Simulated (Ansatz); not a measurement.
CrO3. Charge 0, multiplicity 1. Geometry relaxed at PBE0-D4/def2-TZVP.

| atom | x (Å) | y (Å) | z (Å) |
| --- | --- | --- | --- |
| Cr1 | 0.010 | -0.250 | -0.063 |
| O2 | -1.256 | 0.251 | -0.831 |
| O3 | 1.374 | 0.292 | -0.599 |
| O4 | -0.127 | -0.293 | 1.493 |

The restricted singlet is unstable towards broken spin symmetry in Hartree–Fock (as tested in another run); at PBE0-D4/def2-TZVP this wasn't settled.

**Question.** Estimate the harmonic wavenumbers at RKS PBE0-D4/def2-TZVP (Ansatz, unscaled). Is this a minimum?

**Answer.** 215, 389, 389, 1044, 1113, 1113 cm⁻¹. Yes, no mode is imaginary beyond noise. Zero-point energy 25.5 kJ/mol. Hardware: 2 threads of Arm Neoverse V2 on a shared host. Wall time 27 s.
